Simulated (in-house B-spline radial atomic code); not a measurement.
Configurations of Ru7+, with energies counted from [Kr] (4d3/2)1. Level of theory: Dirac-Hartree-Fock, average of each configuration as written, Fermi nucleus of rms radius 4.4809 fm; calculated with a radial B-spline atomic code at the basis-set limit. Energies include first-order Breit, QED and recoil terms.

Occupations are held fixed; configurations that lie above the ionisation limit could autoionise.

```
                                    configuration  E - E(ref) (eV)  highest orbital  its <r> (bohr)
[Ar] 3d10 4s2 (4p1/2)2 (4p3/2)3 (4d3/2)1 (4d5/2)1           48.106            4d5/2           1.227
                                    [Kr] (5d5/2)1           54.679            5d5/2            2.65
                                    [Kr] (6p1/2)1           67.154            6p1/2           3.737
[Ar] 3d10 4s2 (4p1/2)2 (4p3/2)3 (4d3/2)1 (6g7/2)1           133.11            6g7/2           5.405
     [Ar] 3d10 4s2 (4p1/2)1 (4p3/2)4 (4d5/2)1 8s1           139.94            8s1/2           7.463
[Ar] 3d10 4s2 (4p1/2)1 (4p3/2)4 (4d5/2)1 (7g7/2)1           143.98            7g7/2            7.83
 [Ar] (3d3/2)3 (3d5/2)6 4s2 4p6 (4d5/2)1 (8g7/2)1           398.76            8g7/2           10.62
```

Problem. Order these further configurations by energy, lowest first.
A. [Ar] 3d10 4s2 (4p1/2)1 (4p3/2)4 (4d5/2)1 (6f5/2)1
B. [Ar] 3d10 4s2 (4p1/2)1 (4p3/2)4 (4d3/2)1 7s1
C. [Kr] (4d5/2)1
D. [Ar] 3d10 4s2 (4p1/2)1 (4p3/2)4 (4d3/2)1 (8p3/2)1
E. [Ar] 3d10 4s2 (4p1/2)2 (4p3/2)3 (4d3/2)1 (5f5/2)1

Solution. C (0.52691 eV), E (117.89 eV), B (131.98 eV), A (135.01 eV), D (142.74 eV).

Problem. How far above the reference does [Ar] (3d3/2)4 (3d5/2)5 4s2 4p6 (4d3/2)1 (7f7/2)1 lie?

Solution. 387.99 eV; its least bound orbital is 7f7/2 with <r> = 7.518 bohr.

Problem. How far above the reference does [Ar] 3d10 4s2 (4p1/2)1 (4p3/2)4 (4d3/2)1 6s1 lie?

Solution. 115.52 eV; its least bound orbital is 6s1/2 with <r> = 3.477 bohr.
